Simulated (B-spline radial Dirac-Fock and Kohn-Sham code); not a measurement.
**Elastic and transport cross sections of lutetium for electrons**

Calculated with a radial B-spline solver, using relativistic (Dirac) partial waves in the static field of the Dirac-Fock atom with Furness-McCarthy exchange, without polarisation or absorption potentials. Below a few hundred eV the neglected polarisation potential matters, most of all at small angles. σ_tr1 and σ_tr2 weight the cross section with 1 − P₁ and 1 − P₂ of cos θ; "backward" is the share scattered beyond 90°.

```
energy (eV)  σ (a₀²)  σ_tr1 (a₀²)  σ_tr2 (a₀²)  σ/σ_tr1  backward (%)
         50     52.2         12.1         20.6     4.30           8.9
         63     48.4         8.56         15.4     5.65           6.2
       90.6     40.7         4.90         8.82     8.31           3.4
       95.5     39.6         4.56         8.13     8.68           3.1
       97.1     39.2         4.46         7.93     8.79           3.0
        100     38.6         4.30         7.59     8.97           2.9
        128     33.3         3.40         5.60     9.80           2.5
        133     32.5         3.33         5.42     9.78           2.6
        177     27.2         3.20         4.90     8.50           3.4
        200     25.2         3.30         4.98     7.64           4.1
        300     19.7         3.73         5.24     5.28           7.0
        375     17.3         3.81         4.93     4.54           8.6
        389     17.0         3.81         4.85     4.45           8.9
        405     16.6         3.80         4.74     4.36           9.1
        444        ?            ?            ?        ?             ?
        500     14.8         3.65         4.08     4.06            10
        502     14.8         3.64         4.06     4.06            10
        587     13.7         3.43         3.51     3.98            11
        593     13.6         3.41         3.48     3.98            11
```

Problem. Fill in the row for 444 eV.

Solution. σ = 15.8 a₀², σ_tr1 = 3.75 a₀², σ_tr2 = 4.47 a₀², σ/σ_tr1 = 4.20, backward 9.7 %. The ratio σ/σ_tr1 is roughly the number of elastic collisions that randomise the direction.
